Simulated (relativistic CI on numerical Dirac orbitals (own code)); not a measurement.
# Radial parameters of Tl²¹⁺

Method of calculation: Dirac-Coulomb-Breit CI, separate exchange-only KLI orbitals for each configuration, model QED (radiative potential, 1s self-energy scaled to tabulated hydrogen-like ionisation energies), unscaled Slater integrals (own radial code, finite nucleus).

Slater integrals F^k, G^k are unscaled and averaged over j, outside the closed core [Kr]; ζ comes from projecting the Hamiltonian with its Breit term on Σ l·s of the shell.

- 4d10 4f13 5s: ζ(4f) = 10647, G^3(4f,5s) = 38163 cm⁻¹; <r>(4f) = 0.4367, <r^2>(4f) = 0.2232, <r>(5s) = 0.7791, <r^2>(5s) = 0.6757 (bohr units).
- 4d10 4f12 5s2: F^2(4f,4f) = 236540, F^4(4f,4f) = 152470, F^6(4f,4f) = 110940, ζ(4f) = 10912 cm⁻¹; <r>(4f) = 0.4322, <r^2>(4f) = 0.2183 (bohr units).
- 4d10 4f13 5p: ζ(4f) = 10694, F^2(4f,5p) = 96335, G^2(4f,5p) = 32521, G^4(4f,5p) = 29559, ζ(5p) = 162800 cm⁻¹; <r>(4f) = 0.4363, <r^2>(4f) = 0.2228, <r>(5p) = 0.8393, <r^2>(5p) = 0.7866 (bohr units).

Averages of the first 10 configurations, taken without configuration mixing, which lowers the lowest level and can move excited configurations by several eV; other configurations of the list can lie among them:

```
   Configuration  Parity  States  Average energy above the lowest level (eV)
    4d10 4f13 5s     odd      28                                        35.9
       4d10 4f14    even       1                                         0.1
   4d10 4f12 5s2    even      91                                        80.5
    4d10 4f13 5p    even      84                                       103.2
    4d10 4f13 5d     odd     140                                       190.6
4d10 4f11 5s 5p2     odd   10920                                       263.3
 4d10 4f12 5s 5p     odd    1092                                       145.0
4d10 4f11 5s2 5p    even    2184                                       195.9
   4d10 4f12 5p2    even    1365                                       215.1
    4d10 4f13 5f    even     196                                       281.2
```
